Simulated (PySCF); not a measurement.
## Fractional electron number in Sn (tin, neutral)

The 5p alpha orbital of [Kr] 4d10 5s2 5p2 is emptied in steps (occupation f), with all orbitals relaxed, ending at [Kr] 4d10 5s2 5p1. All numbers are calculated (PySCF 2.14, scalar relativity through the core potential, in def2-TZVP with the def2 core potential (28 electrons) (6s5p3d2f, 50 functions)). The exact energy is a straight line in f; departures are measured from the line between the end points of the same method.

```csv
f,UHF (eV),LDA (eV),PBE (eV),PBE0 (eV),r2SCAN (eV),LC-wPBE (eV),BHandHLYP (eV),wB97X (eV),B3LYP (eV),M06-2X (eV)
1,0.000,0.000,0.000,0.000,0.000,0.000,0.000,0.000,0.000,0.000
0.8,0.063,-0.525,-0.508,-0.366,-0.480,0.005,-0.240,-0.039,-0.409,-0.212
0.6,0.092,-0.794,-0.766,-0.549,-0.716,0.010,-0.361,-0.061,-0.617,-0.301
0.4,0.090,-0.799,-0.768,-0.549,-0.708,0.013,-0.362,-0.065,-0.620,-0.287
0.2,0.059,-0.535,-0.513,-0.365,-0.466,0.012,-0.242,-0.046,-0.414,-0.196
0,0.000,0.000,0.000,0.000,0.000,0.000,0.000,0.000,0.000,0.000
```

| method | E(f=0) − E(f=1) (eV) | −ε at f=1 (eV) | −ε at f=0.4 (eV) |
| --- | --- | --- | --- |
| UHF | 6.854 | 7.257 | 6.769 |
| LDA | 7.409 | 4.155 | 8.054 |
| PBE | 7.256 | 4.099 | 7.887 |
| PBE0 | 7.305 | 5.020 | 7.768 |
| r2SCAN | 7.401 | 4.394 | 8.038 |
| LC-wPBE | 7.378 | 7.402 | 7.385 |
| BHandHLYP | 7.168 | 5.675 | 7.464 |
| wB97X | 7.100 | 6.869 | 7.134 |
| B3LYP | 7.265 | 4.721 | 7.772 |
| M06-2X | 7.187 | 5.808 | 7.453 |

Orbital energy along the path (eV):

```csv
f,UHF,LDA,PBE,PBE0,r2SCAN,LC-wPBE,BHandHLYP,wB97X,B3LYP,M06-2X
1,-7.257,-4.155,-4.099,-5.020,-4.394,-7.402,-5.675,-6.869,-4.721,-5.808
0.8,-7.083,-5.418,-5.337,-5.931,-5.611,-7.404,-6.265,-6.945,-5.719,-6.441
0.6,-6.921,-6.720,-6.603,-6.849,-6.835,-7.400,-6.862,-7.032,-6.738,-7.028
0.4,-6.769,-8.054,-7.887,-7.768,-8.038,-7.385,-7.464,-7.134,-7.772,-7.453
0.2,-6.626,-9.407,-9.177,-8.679,-9.178,-7.349,-8.072,-7.258,-8.814,-7.865
0,-6.493,-10.760,-10.467,-9.576,-10.271,-7.286,-8.688,-7.403,-9.857,-8.514
```

Reference removal energy between the ground levels: 7.344 eV (measured; NIST Atomic Spectra Database, ionization energies). The calculation has no spin-orbit coupling. UHF lacks correlation.
